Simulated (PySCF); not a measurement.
## Stretching TeH⁻

Set-up: Te aug-cc-pVDZ-PP with ECP28, H aug-cc-pVDZ; scalar-relativistic core potentials (PySCF 2.14). Energies in eV from Te⁻ + H in their ground configurations at the same level. All curves are PBE0. state 1: ¹Σ⁺ (singlet), closed shell; state 2: ³Π (triplet), unpaired electrons σ ↑, π ↑, a second solution, started from another occupation.

| R (Å) | state 1 | state 2 |
| --- | --- | --- |
| 1.440 | -2.456 | 0.4250 |
| 1.507 | -2.797 | 0.0506 |
| 1.574 | -2.992 | -0.1921 |
| 1.624 | -3.063 | -0.3121 |
| 1.674 | -3.084 | -0.3942 |
| 1.724 | -3.065 | -0.4493 |
| 1.791 | -2.992 | -0.4952 |
| 1.875 | -2.843 | -0.5269 |
| 1.975 | -2.611 | -0.5460 |
| 2.109 | -2.255 | -0.5545 |

Q: Put a parabola through the three lowest points of the state 1 curve and estimate Re, k and ωe (reduced mass 1.0 u; 1 eV/Å² = 0.16022 mdyn/Å; ωe = 1302.8·√(k/μ) cm⁻¹).

A: Through R = 1.624, 1.674, 1.724 Å the second-order coefficient is 8.00 eV/Å², so Re ≈ 1.675 Å, k ≈ 2.56 mdyn/Å and ωe ≈ 2086 cm⁻¹. A polynomial fit of higher order to the unrounded PBE0 energies gives Re = 1.674 Å, k = 2.54 mdyn/Å, ωe = 2078 cm⁻¹; anharmonicity and rounding make the difference.

The higher-order fit for each curve: state 1: Re = 1.674 Å, ωe = 2078 cm⁻¹, De = 3.08 eV. State 2 gave no clean fit.

These are scalar-relativistic numbers at best; spin–orbit coupling would shift them, the dissociation energy most. For an ion De counts to the pair picked by the measured ionisation energies or electron affinities, which need not be the lowest pair at this level. The highest Kohn–Sham level is positive in this anion. Much of that is self-interaction error, but it also means that the finite basis helps to hold the extra electron.
